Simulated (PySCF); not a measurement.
trimethyl amine (C3H9N), singlet, geometry from GFN2-xTB. Base run: PBE0/6-31G in PySCF.

The PySCF input:
```python
from pyscf import gto, scf, dft

mol = gto.M(
    atom='''
N    -0.00261790    0.00013854    0.37401739
C    -0.00152192    1.37970834   -0.06300031
C     1.19627023   -0.68818901   -0.05385049
C    -1.19343643   -0.69158875   -0.07057579
H     0.00601956    1.47958855   -1.16082857
H     0.87937092    1.88014242    0.33668072
H    -0.88934309    1.87762614    0.32430169
H     1.29087415   -0.73861551   -1.15101370
H     1.18494027   -1.70346684    0.34014693
H     2.06712214   -0.17042002    0.34575384
H    -1.27253017   -0.74226236   -1.16895468
H    -2.07126594   -0.17630754    0.31678972
H    -1.18473380   -1.70683808    0.32356185
''',
    basis='6-31g',
    verbose=4,
)

mf = dft.RKS(mol)
mf.xc = 'pbe0'
mf.kernel()
mo_i, mo_e, stable_i, stable_e = mf.stability(internal=True, external=True, return_status=True, nroots=6, tol=1e-6)
print('internally stable:', stable_i, ' externally stable:', stable_e)
if not stable_e:
    umf = mf.to_uhf() if not hasattr(mf, 'xc') else mf.to_uks()
    umf.scf_summary = {}
    umf.kernel(umf.make_rdm1(mo_e, umf.mo_occ))
```

The bond that is stretched is that between atoms 7 and 2. A test that says stable can miss a lower solution.

The base run was repeated with changes; each row names its change, and settings that it needs were set with it.

```csv
change,ΔE vs base (kcal/mol),<S^2>,E after following the instability (Eh),<S^2> there,HOMO-LUMO gap (eV),stability test says
base,0.000,0.000,-,-,8.28,stable
bond × 1.25,17.20,0.000,-,-,7.75,stable
bond × 1.5,46.54,0.000,-,-,6.33,stable
bond × 1.8,78.9,0.000,-,-,4.92,stable
bond × 2.2,111.2,0.000,-174.02298,0.00,3.67,external instability
bond × 3.0,147.2,0.000,-174.02343,0.98,1.94,external instability
```

Where a bond breaks into two radicals, a solution with restricted orbitals usually stops being the lowest and lies too high; an unrestricted one lies lower at the price of spin contamination, which <S^2> shows.
